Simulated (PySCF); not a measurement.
H$_{2}$BrClGaN, singlet, geometry from GFN2-xTB (such geometries of metal compounds can be far from the true shape). Base run: PBE/6-31G (PySCF).

Input for PySCF:
```python
from pyscf import gto, scf, dft, solvent

mol = gto.Mole()
mol.atom = '''
    Ga    0.05835863    0.28909442   -0.52805083
    Cl    2.03241099    0.08575058   -1.13174388
    Br   -0.71048048   -0.64371806    1.39573667
    N    -1.18326477    1.31319099   -1.38945284
    H    -2.17476370    1.25107328   -1.18925134
    H    -1.03567082    1.66703498   -2.32614064
'''
mol.basis = '6-31g'
mol.verbose = 4
mol.build()

mf = dft.RKS(mol)
mf.xc = 'pbe'
mf.kernel()
mf.analyze()
```

The base run was repeated with changes; each row names its change, and settings that it needs were set with it.

```json
[
 {"change": "base", "ΔE vs base (kcal/mol)": "0.000", "dipole (D)": "3.07", "HOMO-LUMO gap (eV)": "4.13"},
 {"change": "model = IEF-PCM; solvent = acetonitrile", "ΔE vs base (kcal/mol)": "-6.52", "dipole (D)": "3.85", "HOMO-LUMO gap (eV)": "4.01"},
 {"change": "model = IEF-PCM; solvent = dichloromethane", "ΔE vs base (kcal/mol)": "-5.65", "dipole (D)": "3.75", "HOMO-LUMO gap (eV)": "4.03"},
 {"change": "model = ddCOSMO; solvent = methanol", "ΔE vs base (kcal/mol)": "(withheld)", "dipole (D)": "(withheld)", "HOMO-LUMO gap (eV)": "4.02"},
 {"change": "model = IEF-PCM; solvent = methanol", "ΔE vs base (kcal/mol)": "-6.49", "dipole (D)": "3.85", "HOMO-LUMO gap (eV)": "4.02"},
 {"change": "model = IEF-PCM; solvent = methanol; lebedev_order = 41", "ΔE vs base (kcal/mol)": "-6.51", "dipole (D)": "3.85", "HOMO-LUMO gap (eV)": "4.02"},
 {"change": "model = IEF-PCM; solvent = methanol; vdw_scale = 1.4", "ΔE vs base (kcal/mol)": "-3.52", "dipole (D)": "3.68", "HOMO-LUMO gap (eV)": "4.00"},
 {"change": "model = IEF-PCM; solvent = methanol; vdw_scale = 1.1", "ΔE vs base (kcal/mol)": "-9.39", "dipole (D)": "3.93", "HOMO-LUMO gap (eV)": "4.06"},
 {"change": "model = C-PCM; solvent = methanol", "ΔE vs base (kcal/mol)": "(withheld)", "dipole (D)": "3.85", "HOMO-LUMO gap (eV)": "4.02"},
 {"change": "model = SS(V)PE; solvent = methanol", "ΔE vs base (kcal/mol)": "-6.42", "dipole (D)": "3.83", "HOMO-LUMO gap (eV)": "4.02"},
 {"change": "model = IEF-PCM; solvent = methanol; r_probe = 0.5", "ΔE vs base (kcal/mol)": "(withheld)", "dipole (D)": "(withheld)", "HOMO-LUMO gap (eV)": "4.02"},
 {"change": "model = COSMO; solvent = methanol", "ΔE vs base (kcal/mol)": "-6.49", "dipole (D)": "3.84", "HOMO-LUMO gap (eV)": "4.02"}
]
```

**Question.** What belongs in the gaps?

**Answer.** 
- model = ddCOSMO; solvent = methanol, ΔE vs base (kcal/mol): -4.50
- model = ddCOSMO; solvent = methanol, dipole (D): 3.71
- model = C-PCM; solvent = methanol, ΔE vs base (kcal/mol): -6.60
- model = IEF-PCM; solvent = methanol; r_probe = 0.5, ΔE vs base (kcal/mol): -2.50
- model = IEF-PCM; solvent = methanol; r_probe = 0.5, dipole (D): 3.56

The base is the gas phase, so ΔE is the electrostatic part of solvation at a fixed geometry, without cavity and dispersion terms.
